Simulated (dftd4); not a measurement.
C5H15OSi2, doublet, geometry from GFN2-xTB; D4 for pbe0 (dftd4 4.2.0).

Here is a job for dftd4.
```
$ dftd4 mol.xyz --func pbe0 --charge 0 --json dftd4.json --noedisp --grad

# file mol.xyz
23

C      2.23591472     1.87430437     0.24724250
Si     1.86051365     0.10193727    -0.35061641
C      2.37046986    -1.20345024     0.94391061
O      0.25111153    -0.01641741    -0.60627064
Si    -1.31223883    -0.15232204    -0.15867484
C     -2.33626438     0.58233246    -1.58117978
C     -1.69231924    -1.99934393     0.09955328
C     -1.59480466     0.81681199     1.45819597
H      1.90405235     2.61598159    -0.47240063
H      3.29840457     2.02013633     0.41278727
H      1.71878788     2.06931712     1.18574679
H      3.43721050    -1.17562147     1.14072650
H      2.11605247    -2.20710082     0.61792915
H      1.85030226    -1.01961845     1.88334339
H     -2.14377675     0.06018739    -2.51300186
H     -2.09978148     1.62995801    -1.73930358
H     -3.39951162     0.51111296    -1.37598552
H     -1.11139739    -2.41349470     0.91836361
H     -2.74126322    -2.16090455     0.32637021
H     -1.45551062    -2.57359087    -0.79097342
H     -2.63409598     0.77917427     1.76930579
H     -0.99602882     0.41451355     2.27064515
H     -1.32616142     1.86274778     1.34035427
```

What the program printed (banner, timings and long lists left out):

```
                    ____  _____ _____     ____  _  _
      -------------|  _ \|  ___|_   _|---|  _ \| || |------------
     |             | | | | |_    | | ___ | | | | || |_           |
     |             | |_| |  _|   | ||___|| |_| |__   _|          |
     |             |____/|_|     |_|     |____/   |_|            |
     |             ===================================           |
     |            E. Caldeweyher, S. Ehlert & S. Grimme          |
     |          Mulliken Center for Theoretical Chemistry        |
     |                    University of Bonn                     |
      -----------------------------------------------------------

Rational (Becke-Johnson) damping: pbe0-D4-ATM
---------------------
  s6         1.0000
  s8         1.2007
  s9         1.0000
  a1         0.4009
  a2         5.0293
 alp        16.0000
--------------------

Dispersion energy:      -1.9439126199776E-02 Eh

Gradient norm:           1.3447871947127E-03 Eh/a0
--------------------------------------------------
     #    Z           dE/dx      dE/dy      dE/dz
--------------------------------------------------
     1    6 C     3.070E-04  3.441E-04 -2.309E-06
     2   14 Si    5.566E-04  3.862E-05 -1.217E-04
     3    6 C     3.705E-04 -2.589E-04  1.566E-04
     4    8 O     7.739E-05 -9.164E-06 -2.135E-04
     5   14 Si   -3.602E-04 -4.629E-05 -8.258E-05
     6    6 C    -2.730E-04  1.199E-04 -2.751E-04
     7    6 C    -2.511E-04 -3.728E-04  2.049E-05
     8    6 C    -3.018E-04  1.813E-04  3.362E-04
     9    1 H     8.017E-05  7.688E-05 -8.806E-06
    10    1 H     3.871E-05  7.122E-05 -7.210E-06
    11    1 H     1.069E-04  1.080E-04  7.979E-07
    12    1 H     4.924E-05 -6.145E-05  2.522E-05
    13    1 H     1.115E-04 -5.833E-05  2.945E-05
    14    1 H     1.273E-04 -7.869E-05  5.595E-05
    15    1 H    -6.387E-05  3.556E-05 -8.165E-05
    16    1 H    -7.760E-05  3.790E-05 -8.598E-05
    17    1 H    -6.428E-05  3.877E-05 -7.854E-05
    18    1 H    -9.178E-05 -1.243E-04  1.013E-05
    19    1 H    -4.049E-05 -1.039E-04  1.188E-05
    20    1 H    -5.736E-05 -1.093E-04 -2.776E-06
    21    1 H    -4.393E-05  5.302E-05  9.254E-05
    22    1 H    -1.051E-04  5.645E-05  1.198E-04
    23    1 H    -9.489E-05  6.160E-05  1.011E-04
--------------------------------------------------

Virial:
--------------------------------------------------
      component           x          y          z
--------------------------------------------------
          x       1.304E-02  8.523E-04  1.068E-03
          y       8.523E-04  7.274E-03 -4.182E-04
          z       1.068E-03 -4.182E-04  4.656E-03
--------------------------------------------------

[Info] Dispersion results written to 'dftd4.txt'
[Info] JSON dump of results written to 'dftd4.json'
```
